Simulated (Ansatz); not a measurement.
Ansatz (a quantum-chemistry and plane-wave program) input (CCSD(T)/STO-3G):

Ansatz 0.2 input:
```yaml
crystal:
  periodic: [false, false, false]
  atoms:
    - {symbol: Ag, position_ang: [-0.00000000, -0.00000000, -1.78578351]}
    - {symbol: I, position_ang: [0.00000000, 0.00000000, 1.58361934]}
basis:
  gaussian:
    orbitals: STO-3G
magnetization: {spin_polarized: true, initial_magnetization: 2}
correlation: {method: ccsd_t, electrons: outside_noble_gas}
```

End of the output:

```
mean field -326462.42667539 eV, -11997.2728961400 hartree, gradient 5.9e-6 eV, S^2 2.042086; 36 other end points of the search recorded, 0 dependent functions left out
determinant -326462.42667539 eV, -11997.2728961400 hartree, with singles and doubles -326463.05872060 eV, -11997.2961233732 hartree
determinant -326462.38495295 eV, -11997.2713628685 hartree, with singles and doubles -326463.05047210 eV, -11997.2958202464 hartree
determinant -326462.25431819 eV, -11997.2665621298 hartree, with singles and doubles -326462.96424474 eV, -11997.2926514491 hartree
determinant -326461.06596906 eV, -11997.2228911048 hartree, with singles and doubles -326462.16502642 eV, -11997.2632807176 hartree
determinant -326461.04169929 eV, -11997.2219992073 hartree, with singles and doubles -326462.14294535 eV, -11997.2624692534 hartree
determinant -326461.03338795 eV, -11997.2216937712 hartree, with singles and doubles -326462.13368557 eV, -11997.2621289627 hartree
determinant -326461.01312791 eV, -11997.2209492283 hartree, with singles and doubles -326462.12298985 eV, -11997.2617359021 hartree
determinant -326461.01296410 eV, -11997.2209432082 hartree, with singles and doubles -326462.12279033 eV, -11997.2617285700 hartree
determinant -326459.58222331 eV, -11997.1683644543 hartree, with singles and doubles -326459.86794586 eV, -11997.1788645644 hartree
determinant -326459.42808617 eV, -11997.1627000186 hartree, with singles and doubles -326459.56172516 eV, -11997.1676111612 hartree
determinant -326459.41607957 eV, -11997.1622587842 hartree, with singles and doubles -326460.77224017 eV, -11997.2120967671 hartree
determinant -326459.39610543 eV, -11997.1615247483 hartree, with singles and doubles -326460.73664333 eV, -11997.2107886073 hartree
determinant -326459.38311217 eV, -11997.1610472547 hartree, with singles and doubles -326460.59105621 eV, -11997.2054383795 hartree
determinant -326459.37961051 eV, -11997.1609185713 hartree, with singles and doubles -326460.62396153 eV, -11997.2066476275 hartree
determinant -326459.33260393 eV, -11997.1591911111 hartree, with singles and doubles -326460.63938724 eV, -11997.2072145120 hartree
determinant -326459.26699188 eV, -11997.1567799129 hartree, with singles and doubles -326459.41543926 eV, -11997.1622352532 hartree
determinant -326459.22800519 eV, -11997.1553471785 hartree, with singles and doubles -326459.36328519 eV, -11997.1603186267 hartree
determinant -326459.12043047 eV, -11997.1513938801 hartree, with singles and doubles -326459.63808479 eV, -11997.1704173258 hartree
determinant -326459.09416254 eV, -11997.1504285517 hartree, with singles and doubles -326460.45001167 eV, -11997.2002550882 hartree
determinant -326462.42667539 eV, -11997.2728961400 hartree, with singles and doubles -326463.06103637 eV, -11997.2962084762 hartree
determinant -326462.38495295 eV, -11997.2713628685 hartree, with singles and doubles -326463.05288342 eV, -11997.2959088606 hartree
determinant -326462.25431819 eV, -11997.2665621298 hartree, with singles and doubles -326462.96601947 eV, -11997.2927166694 hartree
41 core orbitals not correlated
reference -326462.42667539 eV, -11997.2728961400 hartree; 10, 8 occupied and 3, 5 virtual orbitals, 610 factors
second order -0.32104276 eV of doubles, -0.00000000 eV of singles
coupled cluster: 0.05 GiB planned
cycle   1  -0.63436212 eV  change   -1.1e-6 eV  update   4.6e-6
perturbative correction -0.02057666 eV, -0.0007561782 hartree
Total energy: -326463.08161417 eV, -11997.2969646962 hartree
```

The spin state was set by rule; other spins were not relaxed.
